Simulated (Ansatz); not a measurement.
Reactions of CH8Si2Te (`C[SiH2][SiH2][TeH]`).

Program: Ansatz. Geometries: PBE0-D4/def2-TZVP. ΔE: electronic, gas phase. CBS: MP2 limit from def2 TZ/QZ plus the TZ coupled-cluster correction, frozen cores. This one scheme is used for every species. Functionals use def2-TZVPP. B3LYP here is the variant with VWN-RPA as its local correlation; programs differ in this. def2 core potentials past Kr. For Te outer-core shells are correlated without core-valence functions, which leaves a few kJ/mol of doubt a bond. Each species was taken in one conformer, which may not be the lowest.

```tsv
reaction	CCSD(T)/CBS(def2) (kJ/mol)
`C[SiH2][SiH2][TeH]` + `BS` → `BS[SiH2][SiH2]C` + H₂Te	?
`C[SiH2][SiH2][TeH]` → `[SiH2]` + `C[SiH2][TeH]`	241
`C[SiH2][SiH2][TeH]` + H–F → `C[SiH2][SiH2]F` + H₂Te	-46
`C[SiH2][SiH2][TeH]` + H₂S → `S[SiH2][TeH]` + `C[SiH3]`	-49
`C[SiH2][SiH2][TeH]` + H₂S → `C[SiH2][SiH2]S` + H₂Te	14
```

Q: Fill in the missing values. (An estimate is asked.)

A: Ansatz gave: `C[SiH2][SiH2][TeH]` + `BS` → `BS[SiH2][SiH2]C` + H₂Te: +17.9 kJ/mol.

Largest T1 diagnostic: 0.015, for `BS`.
